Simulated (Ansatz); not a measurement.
Relaxation of BFH4O2 (8 atoms, charge 0, multiplicity 1), to a largest force component of 0.03 eV/Å in at most 50 steps.

Method: RKS PBE0/def2-SVP in Ansatz.

```xyz
8
Properties=species:S:1:pos:R:3:forces:R:3
B -0.045 -0.336 0.012 0.04 0.12 -0.24
H -0.211 -0.612 1.168 -0.08 -0.28 0.23
F 1.193 -0.070 -0.394 0.03 0.01 -0.01
O -1.007 -0.394 -0.920 -0.03 0.00 -0.02
H -1.875 -0.586 -0.556 0.00 0.01 0.00
O -0.108 1.955 1.254 0.16 -0.75 0.39
H 0.757 2.191 0.896 0.00 -0.01 0.00
H 0.080 1.135 1.761 -0.13 0.90 -0.35
```

Where does it end, and by what steps?

It converged. After 23 steps the energy has fallen by 0.162 eV; H7 moved furthest, 1.16 Å.

```tsv
step	energy less start (eV)	largest force component (eV/Å)	accepted
0	0.0000	0.900	yes
1	-0.0299	1.162	yes
2	-0.0541	0.772	yes
3	-0.0555	1.465	yes
4	-0.0886	0.602	yes
5	-0.1180	0.473	yes
6	-0.1264	0.170	yes
7	-0.1290	0.082	yes
8	-0.1308	0.172	yes
9	-0.1324	0.147	yes
10	-0.1344	0.116	yes
11	-0.1355	0.356	yes
12	-0.1388	0.204	yes
13	-0.1448	0.102	yes
14	-0.1462	0.155	yes
15	-0.0841	1.765	no
16	-0.1499	0.071	yes
17	-0.1512	0.384	yes
18	-0.1557	0.105	yes
19	-0.1583	0.193	yes
20	-0.1591	0.293	yes
21	-0.1613	0.132	yes
22	-0.1620	0.031	yes
23	-0.1622	0.017	yes
```

```xyz
8
Properties=species:S:1:pos:R:3
B -0.017 -0.329 0.232
H -0.432 -1.076 1.089
F 1.315 -0.234 0.051
O -0.784 0.077 -0.826
H -1.700 -0.194 -0.724
O -0.099 1.442 1.347
H -0.348 2.003 0.600
H 0.849 1.595 1.452
```

Run time: 61 s on 1 thread of Arm Neoverse V1, on a shared host, peak memory 0.14 GiB.
